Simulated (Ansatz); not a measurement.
(CsF)n off: binding per atom (eV) at several levels, gas phase, relaxed structures; Ansatz. Clusters are the lowest isomers that short searches found in that spin, judged at the geometry's level. Core potentials for Cs in the def2 sets, no spin–orbit coupling. Binding counts from free atoms in the multiplicity of their measured ground term, without zero-point energy. A dash marks a value that wasn't run or was left out as unsound. The structures are stationary points that may keep the symmetry of their start. Correlated methods freeze inner cores and use unrestricted references for open shells.

```
species    state            geometry  PBE-D4/def2-TZVPD  r2SCAN-D4/def2-TZVP  PBE0-D4/def2-SVP  HSE06-D4/def2-TZVP  MP2/def2-TZVP
   Cs2F  doublet   PBE0-D4/def2-TZVP               2.13                 2.06              1.95                2.00           2.00
  Cs2F3  doublet  r2SCAN-D4/def2-SVP               2.82                 2.73              2.59                2.58           2.47
  Cs3F2  doublet    PBE-D4/def2-TZVP               2.62                 2.58              2.46                2.49           2.53
  Cs4F3  doublet     PBE-D4/def2-SVP                  –                 2.84              2.74                2.74           2.80
```

Problem. Estimate the column for RPA@PBE/def2-TZVP.

Solution. Cs2F 1.75; Cs2F3 2.31; Cs3F2 2.22.
